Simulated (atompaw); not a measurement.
La: PAW (atompaw) pseudisation with PBE, scalar-relativistic reference atom.

atompaw 4.2.0.5 input, output lines left out:

```
La 57
GGA-PBE scalarrelativistic loggrid 2001 logderivrange -10 5 376
6 6 5 4 0 0
6 0 0.5
6 1 0
5 2 1
4 3 0
0 0 0
c
c
c
c
v
v
c
c
c
v
v
c
v
v
v
3
3.00 2.55 2.10 2.05
n
n
n
y
0.75
n
custom polynom vanderbiltortho sinc
4 1 vpsmatchnc
2.40
3.00
1.95
3.00
1.25
3.00
1.10
1.10
```

Poles of the logarithmic derivatives, all-electron (AE) and pseudo (PS). s: poles at -3.4, 2.3 (AE) and -4.6, -3.4, 2.1 (PS) Ry. p: poles at -2.1, 3.5 (AE) and -2.1, 0.4, 4.8 (PS) Ry. d: poles at -8.3, -0.0 (AE) and -8.3, -0.1, 3.7 (PS) Ry. f: poles at -0.9, 2.6 (AE) and -0.9, 2.6 (PS) Ry. Test radius 3.00 bohr.

- Cutoffs needed: 110 Ry and 180 Ry (the cutoffs (Ry, on a coarse ladder) from which the occupation-weighted sum of valence levels, in a spherical-Bessel basis at the reference potential, stays within 10 and 1 mRy of its value at 400 Ry)
- Ghost test: ghost state, extra bound levels that the all-electron valence spectrum of the same l lacks: s at -63.0 eV; a true bound ghost makes a file unfit for plane-wave use (spherical-Bessel basis up to 400 Ry, 20 bohr box)
- Lowest eigenvalue of the overlap operator: 0.63 (s channel)
- Overlap eigenvalues printed by atompaw (projector basis): 0.413, 0.846, 1.71, 2.22, 32.9, 312, 511, 878
- Share of each valence orbital outside the PAW sphere: 5s 1 %, 6s 78 %, 5p 4 %, 6p 90 %, 4d 0 %, 5d 32 %, 4f 2 %
